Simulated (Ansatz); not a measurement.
Molecule: C6H12, charge 0, multiplicity 1. 
Structure (B3LYP-D3(BJ)/def2-TZVP (Ansatz, a quantum-chemistry and plane-wave program) minimum search):
```xyz
18

C      2.7611    -0.2245    -0.0421
C      1.4339     0.0940    -0.7403
C      0.5363     0.9440     0.1078
C     -0.6451     0.6169     0.6274
C     -1.3936    -0.6722     0.4680
C     -2.7115    -0.4876    -0.2933
H      2.5900    -0.8024     0.8679
H      3.4212    -0.8000    -0.6940
H      3.2843     0.6915     0.2411
H      1.6457     0.6272    -1.6736
H      0.9373    -0.8349    -1.0236
H      0.9251     1.9351     0.3297
H     -1.1553     1.3679     1.2260
H     -1.6143    -1.0770     1.4618
H     -0.7802    -1.4188    -0.0380
H     -3.3498     0.2478     0.2014
H     -2.5248    -0.1337    -1.3088
H     -3.2660    -1.4260    -0.3546
```

Total electronic energies in hartree. Valence correlation only, unless marked. No spin-orbit coupling. No relativistic terms. CBS marks a two-point X^-3 extrapolation of the correlation energy; Hartree-Fock from the larger set.

```tsv
level	program	energy (Eh)
HF/cc-pVQZ	Ansatz	-234.27481
B3LYP/def2-TZVPD	Ansatz	-235.94453
PBE0/STO-3G	Ansatz	-232.75784
PBE0-D3(BJ)/def2-TZVPD	Ansatz + dftd3	-235.64510
PBE0-D4/def2-TZVP	Ansatz + dftd4	-235.64342
CAM-B3LYP/def2-TZVPD	Ansatz	-235.78776
LC-wPBE-D4/def2-TZVPD	Ansatz + dftd4	-235.79370
wB97M-V/def2-TZVPD	Ansatz	-235.78905
wB97X-V/def2-TZVPD	Ansatz	-235.86327
MP2/CBS(cc-pVTZ,cc-pVQZ)	Ansatz	-235.4179
RI-MP2/aug-cc-pVQZ	Ansatz	-235.37880
SCS-MP2/cc-pVTZ	Ansatz	-235.30182
CCSD/aug-cc-pVTZ	Ansatz	-235.37198
CCSD(T)/aug-cc-pVTZ	Ansatz	-235.41910
CCSD(T)/CBS(cc-pVTZ,cc-pVQZ)	Ansatz	-235.5116
```

Totals of different functionals don't rank their quality; only differences between species are comparable.
